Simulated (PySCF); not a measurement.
CH8FNSi2, SMILES NC[SiH2][SiH2]F.

The structure is a stationary point at PBE0-D3(BJ)/def2-SVP. The structure was generated by enumeration, and PubChem lists no compound with its InChIKey, so it may never have been made. Other conformers were not sampled.

These are ωB97X/def2-TZVP (PySCF) values and carry that method's errors.

Gas-phase values at a fixed geometry.

Computed frontier levels, gap, dipole moment and polarisability:
```yaml
highest_occupied_level: -9.02 eV
lowest_empty_level: 1.38 eV
orbital_gap: 10.40 eV
dipole_moment: 1.79 D
quadrupole, principal values (traceless, Buckingham form, about the centre of nuclear charge): -6.19, -0.04, 6.24 D·Å
mean_static_polarisability: 76.0 bohr³ (11.26 Å³)
polarisability_principal_values: 64.7, 69.8, 93.4 bohr³
```
